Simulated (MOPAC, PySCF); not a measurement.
C2H2N2O, SMILES `O=CN=C=N` (C–N–C–O torsion 19°), neutral singlet in the gas phase. 

Cartesian coordinates (Å):
```xyz
7

N      2.0434     0.2137    -0.4941
C      0.8985    -0.1823    -0.4060
N     -0.2269    -0.6772    -0.5391
C     -1.4608    -0.0609    -0.2529
O     -1.6194     0.9064     0.4578
H      2.6596     0.4041     0.2904
H     -2.2944    -0.6038    -0.7404
```
Charge 0, multiplicity 1.

All levels are single points at this geometry (PBE-D3(BJ)/def2-TZVP); Pople sets use spherical d functions. Orbital energies aren't observables, and empty levels follow the basis.

PBE/6-31G* in PySCF gives HOMO (eV) = -6.14.

Q: Estimate the HOMO (eV) from each of these levels: PBE-D3(BJ)/def2-TZVP in PySCF; B3LYP/3-21G in PySCF; B3LYP/6-311+G** in PySCF; M06-2X/6-31G* in PySCF; HF/3-21G in PySCF; HF/6-31G* in PySCF; AM1 in MOPAC; PM6 in MOPAC.

A: 
```json
[
 {"level": "PBE-D3(BJ)/def2-TZVP in PySCF", "HOMO (eV)": "-6.53"},
 {"level": "B3LYP/3-21G in PySCF", "HOMO (eV)": "-7.29"},
 {"level": "B3LYP/6-311+G** in PySCF", "HOMO (eV)": "-7.98"},
 {"level": "M06-2X/6-31G* in PySCF", "HOMO (eV)": "-9.34"},
 {"level": "HF/3-21G in PySCF", "HOMO (eV)": "-11.10"},
 {"level": "HF/6-31G* in PySCF", "HOMO (eV)": "-11.45"},
 {"level": "AM1 in MOPAC", "HOMO (eV)": "-10.71"},
 {"level": "PM6 in MOPAC", "HOMO (eV)": "-10.76"}
]
```
